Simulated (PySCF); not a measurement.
**TeF4: computed shieldings and shifts**

TeF4, F4Te, point group C2v.

Geometry (Å), atoms numbered from 1 in this order:
```xyz
5

Te   -0.4469   -0.3826   -0.0210
F    -0.2870   -0.2756    1.9107
F    -0.2119   -0.1491   -1.9333
F     1.4162   -0.6990    0.0041
F    -0.4704    1.5063    0.0395
```

GIAO calculations in PySCF 2.14 on the PBE0-D3(BJ)/def2-SVP structure: isolated species, scalar relativity only through the core potential, equivalent atoms averaged; basis pcSseg-1 (def2-TZVP on Te).

Problem. Give the isotropic shieldings (ppm) with KT2, PBE0.

Solution. 
```
             atoms            environment   KT2   PBE0
       F2/F3/F4/F5  fluorine bonded to Te  97.9  138.6
HOMO–LUMO gap (eV)                      –  4.77   7.08
```

Problem. And the chemical shifts, against references computed in the same way?

Solution. 
```
      atoms  nucleus, reference   KT2  PBE0
F2/F3/F4/F5     $^{19}$F, CFCl3  40.7  38.7
```

Problem. Which part of the shielding of F2/F3/F4/F5 depends on the functional?

Solution. Diamagnetic: KT2 474, PBE0 473 ppm; paramagnetic: KT2 -377, PBE0 -334 ppm. The diamagnetic part, set mainly by inner electrons, hardly moves; the paramagnetic part goes with low-lying magnetically allowed excitations and carries the spread.

Te is described by an effective core potential, so it has no shielding of its own here; spin–orbit effects on the atoms bonded to it, which can be large, are absent, and the values of these neighbours are rough. The averaged F atoms aren't alike in the static structure (σ from 78 to 117 ppm); the average presumes fast exchange among these sites. Unscaled 19F shifts against computed CFCl3 carry errors that often reach 10 to 50 ppm.
